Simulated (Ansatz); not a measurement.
Geometry optimisation, Ansatz, UKS PBE/def2-SVP.

Input:

```yaml
crystal:
  periodic: [false, false, false]
  atoms:
    - { symbol: In, position_ang: [-0.73919, 0.630342, -0.647574] }
    - { symbol: C, position_ang: [0.714208, 1.027607, 0.927794] }
    - { symbol: C, position_ang: [-0.27209, -1.487956, -0.571044] }
    - { symbol: H, position_ang: [0.424084, -1.254767, 0.240512] }
    - { symbol: Cl, position_ang: [-2.180253, 2.058209, -1.878528] }
    - { symbol: H, position_ang: [0.3536, 0.428033, 1.787864] }
    - { symbol: H, position_ang: [1.670166, 0.593074, 0.570771] }
    - { symbol: H, position_ang: [0.886531, 2.068497, 1.25876] }
    - { symbol: H, position_ang: [0.242307, -1.921897, -1.448311] }
    - { symbol: H, position_ang: [-1.099363, -2.141241, -0.240242] }
magnetization:
  spin_polarized: true
basis:
  gaussian: { orbitals: def2-SVP }
hamiltonian:
  xc: pbe
relax:
  f_tol: 0.03
  max_steps: 50
```

Command:

```bash
$ ansatz run input.yaml --threads 4 --pin off --max-ram 5120MiB --backend cpu --events-out ev --progress --plain --runs-dir out
```

Problem. Where does it end, and by what steps?

Solution. The forces met the threshold. After 10 steps the energy has fallen by 0.705 eV; H4 moved furthest, 1.31 Å.

```tsv
step	energy less start (eV)	largest force component (eV/Å)	accepted
0	0.0000	0.870	yes
1	-0.1935	0.375	yes
2	-0.3391	0.391	yes
3	-0.4886	0.259	yes
4	-0.5648	0.263	yes
5	-0.6448	0.105	yes
6	-0.6847	0.061	yes
7	-0.6992	0.079	yes
8	-0.7033	0.197	yes
9	-0.7033	0.158	yes
10	-0.7053	0.012	yes
```

```xyz
10
Properties=species:S:1:pos:R:3
In -0.280 0.258 -0.245
C 0.846 1.474 1.157
C -0.444 -1.831 -0.805
H 0.227 -2.469 -0.199
Cl -1.780 1.610 -1.556
H 0.602 1.167 2.193
H 1.932 1.332 0.989
H 0.576 2.536 1.007
H -0.185 -1.927 -1.877
H -1.494 -2.151 -0.665
```

Whether the end is a true minimum wasn't checked by a vibrational analysis.

The run took 30 s on 4 threads of Arm Neoverse N1 (shared host), peak memory 0.2 GiB.
